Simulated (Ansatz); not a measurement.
Ideal-gas functions of CH$_{4}$ClGeI, SMILES `[CH3][GeH]([Cl])[I]` at 400 K and 1 bar, from an Ansatz frequency run at PBE0-D4/def2-TZVP.

Molar mass 251.01 g/mol, point group C1 (symmetry number 1), electronic degeneracy 1, moments of inertia 158.471, 560.347, 668.463 u Å². Harmonic wavenumbers (cm⁻¹, unscaled): 108, 134, 142, 168, 252, 419, 620, 640, 690, 818, 858, 1263, 1442, 1447, 2170, 3068, 3165, 3175.

Use S(trans) = R[1.5 ln M + 2.5 ln T − 1.1517]; rotational temperatures θ = 24.2544 K / I; S(rot) = R[ln(√π/σ · √(T³/θAθBθC)) + 1.5]; for each mode x = 1.438777 ν̃/T, S = R[x/(eˣ − 1) − ln(1 − e⁻ˣ)] and H = RT x/(eˣ − 1); 1 cm⁻¹ = 0.0119627 kJ/mol; R = 8.31446 J/(mol·K).

Problem. By hand: the entropy, in J/(mol·K).

Solution. Translation 183.9. Rotation: θ = 0.1531, 0.0433, 0.0363 K, giving 126.6. Vibration, mode by mode: 16.23, 14.46, 13.99, 12.63, 9.41, 5.65, 3.18, 3.00, 2.61, 1.81, 1.62, 0.50, 0.29, 0.28, 0.03, 0.00, 0.00, 0.00, in all 85.7. Electronic 0.0. Sum 396.2 J/(mol·K).

Problem. By hand: H − E and G − E in kJ/mol, counted from the electronic energy.

Solution. Zero-point energy ½ × 20579 × 0.0119627 = 123.1; thermal vibration 17.7; translation, rotation and pV give 4 RT = 13.3. H − E = 154.1 kJ/mol, and G − E = 154.1 − 400 × 396.2/1000 = -4.4 kJ/mol.

Vibration gives 22 % of the entropy, 44.7 J/(mol·K) of it from the modes under 150 cm⁻¹: soft modes count most, and the harmonic formula is weakest for them. The sum counts one conformer and one mirror image; others add a mixing term.
